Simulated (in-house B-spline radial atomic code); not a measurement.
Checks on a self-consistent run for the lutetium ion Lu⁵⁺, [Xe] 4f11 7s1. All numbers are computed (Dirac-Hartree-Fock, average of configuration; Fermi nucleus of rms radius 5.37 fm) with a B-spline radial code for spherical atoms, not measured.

```json
{"orbital": "1s1/2", "q": "2", "ε (Eh)": "-2344.70831", "<1/r>": "82.18", "<r²>": "0.000512098", "small-component weight": "0.071138"}
{"orbital": "2s1/2", "q": "2", "ε (Eh)": "-406.85814", "<1/r>": "19.8963", "<r²>": "0.0078534", "small-component weight": "0.016026"}
{"orbital": "2p1/2", "q": "2", "ε (Eh)": "-387.58102", "<1/r>": "19.8226", "<r²>": "0.00565656", "small-component weight": "0.016043"}
{"orbital": "2p3/2", "q": "4", "ε (Eh)": "-346.43182", "<1/r>": "16.9473", "<r²>": "0.00686108", "small-component weight": "0.014617"}
{"orbital": "3s1/2", "q": "2", "ε (Eh)": "-97.16572", "<1/r>": "7.31128", "<r²>": "0.0513367", "small-component weight": "0.0052452"}
{"orbital": "3p1/2", "q": "2", "ε (Eh)": "-88.66571", "<1/r>": "7.21293", "<r²>": "0.0474462", "small-component weight": "0.0051717"}
{"orbital": "3p3/2", "q": "4", "ε (Eh)": "-79.74439", "<1/r>": "6.47851", "<r²>": "0.0540559", "small-component weight": "0.0047738"}
{"orbital": "3d3/2", "q": "4", "ε (Eh)": "-65.51121", "<1/r>": "6.34869", "<r²>": "0.0423723", "small-component weight": "0.004629"}
{"orbital": "3d5/2", "q": "6", "ε (Eh)": "-63.58655", "<1/r>": "6.17184", "<r²>": "0.0441994", "small-component weight": "0.0045156"}
{"orbital": "4s1/2", "q": "2", "ε (Eh)": "-23.24804", "<1/r>": "3.05229", "<r²>": "0.255647", "small-component weight": "0.0016885"}
{"orbital": "4p1/2", "q": "2", "ε (Eh)": "-19.72500", "<1/r>": "2.94137", "<r²>": "0.265657", "small-component weight": "0.0016019"}
{"orbital": "4p3/2", "q": "4", "ε (Eh)": "-17.64775", "<1/r>": "2.70169", "<r²>": "0.299241", "small-component weight": "0.0014671"}
{"orbital": "4d3/2", "q": "4", "ε (Eh)": "-11.81618", "<1/r>": "2.48243", "<r²>": "0.330857", "small-component weight": "0.0012768"}
{"orbital": "4d5/2", "q": "6", "ε (Eh)": "-11.42647", "<1/r>": "2.42171", "<r²>": "0.343942", "small-component weight": "0.0012369"}
{"orbital": "5s1/2", "q": "2", "ε (Eh)": "-5.58944", "<1/r>": "1.20296", "<r²>": "1.37591", "small-component weight": "0.00038492"}
{"orbital": "5p1/2", "q": "2", "ε (Eh)": "-4.38345", "<1/r>": "1.10332", "<r²>": "1.6084", "small-component weight": "0.00033315"}
{"orbital": "5p3/2", "q": "4", "ε (Eh)": "-4.03590", "<1/r>": "1.02456", "<r²>": "1.81035", "small-component weight": "0.00029862"}
{"orbital": "4f5/2", "q": "4.7143", "ε (Eh)": "-4.28797", "<1/r>": "2.00326", "<r²>": "0.471126", "small-component weight": "0.00088563"}
{"orbital": "4f7/2", "q": "6.2857", "ε (Eh)": "-4.22054", "<1/r>": "1.9795", "<r²>": "0.482491", "small-component weight": "0.00086961"}
{"orbital": "7s1/2", "q": "1", "ε (Eh)": "-1.06681", "<1/r>": "0.306362", "<r²>": "20.4078", "small-component weight": "4.5638e-05"}
```

Electron-electron repulsion V_ee = 5210.4302 hartree.

What total energy follows from the eigenvalues?

The eigenvalues count the repulsion twice, so E = Σqε - V_ee = -9354.487 - 5210.430 = -14564.918 hartree; the run printed -14564.918.

Does the Dirac virial theorem hold?

For a point nucleus E = -2c²Σq·w, with w the small-component weight. Here Σq·w = 0.38772 and c = 137.0360, so the ratio E/(-2c²Σq·w) is 1.000219; the finite nucleus accounts for the departure from 1.

What diamagnetic shielding (Lamb formula) and susceptibility (Langevin formula) do the radii give?

σ = (α²/3)Σq<1/r> = 507.133/(3·137.036²) = 9001.8 ppm, and χ = -0.79199×10⁻⁶·Σq<r²> = -35.96×10⁻⁶ cm³/mol with Σq<r²> = 45.402 bohr². Both are non-relativistic formulas without the paramagnetism of open shells; for so heavy an element the full relativistic shielding is larger by tens of per cent.
